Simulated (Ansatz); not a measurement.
Method: B3LYP-D3(BJ)/def2-SVP in Ansatz (a program for electronic structure). No frequencies were computed at this level.

Ansatz 0.2 input:
```yaml
crystal:
  periodic: [false, false, false]
  atoms:
    - { symbol: C, position_ang: [2.682265, -1.055066, -0.33037] }
    - { symbol: O, position_ang: [1.279435, -1.21318, -0.20417] }
    - { symbol: Ga, position_ang: [-0.002025, 0.003024, -0.210344] }
    - { symbol: O, position_ang: [-1.688385, -0.494306, -0.026516] }
    - { symbol: C, position_ang: [-2.234511, -1.79269, 0.132174] }
    - { symbol: O, position_ang: [0.402052, 1.712708, -0.399618] }
    - { symbol: C, position_ang: [-0.447027, 2.846934, -0.439156] }
    - { symbol: H, position_ang: [2.97488, -0.010255, -0.453309] }
    - { symbol: H, position_ang: [3.016774, -1.622317, -1.20263] }
    - { symbol: H, position_ang: [3.157799, -1.453286, 0.569495] }
    - { symbol: H, position_ang: [-2.780965, -1.824608, 1.078104] }
    - { symbol: H, position_ang: [-2.92335, -1.981796, -0.694997] }
    - { symbol: H, position_ang: [-1.467391, -2.569772, 0.13949] }
    - { symbol: H, position_ang: [-1.500356, 2.58374, -0.323063] }
    - { symbol: H, position_ang: [-0.310455, 3.348424, -1.400476] }
    - { symbol: H, position_ang: [-0.158757, 3.522438, 0.37015] }
basis:
  gaussian: { orbitals: def2-svp }
hamiltonian:
  xc: b3lyp
  dispersion: d3bj
relax:
  max_steps: 150
```

Output:

```
Functional definition: B3LYP
1744 factors; integrals over basis functions are off by at most 3.4e-4 eV
mean field evaluation 1: about -61750.3489 eV, gradient 8.7e1 eV
mean field evaluation 2: about -61722.1652 eV, gradient 1.5e2 eV
mean field evaluation 4: about -61765.4295 eV, gradient 5.4e0 eV
mean field evaluation 8: about -61765.5228 eV, gradient 3.1e-2 eV
mean field evaluation 16: about -61765.5228 eV, gradient 2.1e-5 eV
mean field -61765.52281609 eV, -2269.8410973161 hartree, gradient 2.1e-5 eV, S^2 0.000000; 0 other end points of the search recorded, 0 dependent functions left out
reference -61765.52311107 eV, -2269.8411081567 hartree; 41, 41 occupied and 120, 120 virtual orbitals, 1744 factors
relax step   1: F+E_penalty+E_count = -61765.99976871 eV  Δ(F+E_penalty+E_count) = +0.000e0 eV  max|allowed force component| = 9.314e-1 eV/Å  Δτ_max = 0.0000 Å  (27 SCF iters, accepted)
these checks for a lower state are left out or cut short: starts, cluster_reference, orbital_swaps, neighbouring_geometries, increment
1744 factors; integrals over basis functions are off by at most 3.5e-4 eV
mean field -61765.57150475 eV, -2269.8428865915 hartree, gradient 7.9e-6 eV, S^2 0.000000; 0 other end points of the search recorded, 0 dependent functions left out
reference -61765.57179844 eV, -2269.8428973845 hartree; 41, 41 occupied and 120, 120 virtual orbitals, 1744 factors
relax step   2: F+E_penalty+E_count = -61766.05018519 eV  Δ(F+E_penalty+E_count) = -5.042e-2 eV  max|allowed force component| = 4.303e-1 eV/Å  Δτ_max = 0.0255 Å  (30 SCF iters, accepted)
these checks for a lower state are left out or cut short: starts, cluster_reference, orbital_swaps, neighbouring_geometries, increment
1744 factors; integrals over basis functions are off by at most 3.6e-4 eV
mean field -61765.58537680 eV, -2269.8433963798 hartree, gradient 6.5e-6 eV, S^2 0.000000; 0 other end points of the search recorded, 0 dependent functions left out
reference -61765.58566849 eV, -2269.8434070995 hartree; 41, 41 occupied and 120, 120 virtual orbitals, 1744 factors
relax step   3: F+E_penalty+E_count = -61766.06906791 eV  Δ(F+E_penalty+E_count) = -1.888e-2 eV  max|allowed force component| = 1.032e-1 eV/Å  Δτ_max = 0.0569 Å  (29 SCF iters, accepted)
these checks for a lower state are left out or cut short: starts, cluster_reference, orbital_swaps, neighbouring_geometries, increment
1744 factors; integrals over basis functions are off by at most 3.6e-4 eV
mean field evaluation 32: about -61765.5546 eV, gradient 2.6e-3 eV
mean field -61765.58556416 eV, -2269.8434032652 hartree, gradient 9.3e-6 eV, S^2 0.000000; 0 other end points of the search recorded, 0 dependent functions left out
reference -61765.58585580 eV, -2269.8434139827 hartree; 41, 41 occupied and 120, 120 virtual orbitals, 1744 factors
relax step   4: F+E_penalty+E_count = -61766.07053637 eV  Δ(F+E_penalty+E_count) = -1.468e-3 eV  max|allowed force component| = 6.311e-2 eV/Å  Δτ_max = 0.0137 Å  (30 SCF iters, accepted)
these checks for a lower state are left out or cut short: starts, cluster_reference, orbital_swaps, neighbouring_geometries, increment
1744 factors; integrals over basis functions are off by at most 3.6e-4 eV
mean field -61765.58510196 eV, -2269.8433862796 hartree, gradient 1.9e-5 eV, S^2 0.000000; 0 other end points of the search recorded, 0 dependent functions left out
reference -61765.58539364 eV, -2269.8433969989 hartree; 41, 41 occupied and 120, 120 virtual orbitals, 1744 factors
relax step   5: F+E_penalty+E_count = -61766.07085521 eV  Δ(F+E_penalty+E_count) = -3.188e-4 eV  max|allowed force component| = 8.147e-3 eV/Å  Δτ_max = 0.0105 Å  (24 SCF iters, accepted)
1744 factors; integrals over basis functions are off by at most 3.6e-4 eV
mean field -61765.58510196 eV, -2269.8433862796 hartree, gradient 1.9e-5 eV, S^2 0.000000; 1 other end points of the search recorded, 0 dependent functions left out
reference -61765.58539364 eV, -2269.8433969989 hartree; 41, 41 occupied and 120, 120 virtual orbitals, 1744 factors
Total energy: -61766.07114690 eV, -2269.8612481017 hartree
Atom 0 at     2.619111    -1.049085    -0.326171 Å, force    -0.004099     0.003703     0.000026 eV/Å
Atom 1 at     1.231944    -1.278129    -0.194663 Å, force     0.006241    -0.005306    -0.000130 eV/Å
Atom 2 at    -0.000526     0.000641    -0.212013 Å, force    -0.000026    -0.000379     0.000133 eV/Å
Atom 3 at    -1.717183    -0.419331    -0.035055 Å, force    -0.007712    -0.002954     0.000816 eV/Å
Atom 4 at    -2.201483    -1.736250     0.124268 Å, force     0.005153     0.001884    -0.000602 eV/Å
Atom 5 at     0.483733     1.698422    -0.405665 Å, force     0.001475     0.008147    -0.000924 eV/Å
Atom 6 at    -0.417492     2.785170    -0.434789 Å, force    -0.001040    -0.005472     0.000639 eV/Å
Atom 7 at     2.877215     0.018326    -0.450211 Å, force     0.001981    -0.002778     0.000081 eV/Å
Atom 8 at     3.010897    -1.596191    -1.202951 Å, force    -0.000945     0.000922     0.000479 eV/Å
Atom 9 at     3.150910    -1.424260     0.567177 Å, force    -0.000982     0.000812    -0.000452 eV/Å
Atom 10 at    -2.759698    -1.821336     1.074389 Å, force     0.001080     0.000672    -0.000537 eV/Å
Atom 11 at    -2.898592    -1.984755    -0.696638 Å, force     0.001131     0.000722     0.000261 eV/Å
Atom 12 at    -1.401984    -2.499207     0.131946 Å, force    -0.003450    -0.000195     0.000314 eV/Å
Atom 13 at    -1.473422     2.482208    -0.313982 Å, force     0.001463     0.002987    -0.000412 eV/Å
Atom 14 at    -0.328149     3.325384    -1.394917 Å, force    -0.000102    -0.001362     0.000603 eV/Å
Atom 15 at    -0.175298     3.498384     0.374038 Å, force    -0.000169    -0.001405    -0.000297 eV/Å
Dipole moment:     0.000355     0.000258    -0.000406 e Å
```

Cost: around 110 core-seconds (rough).
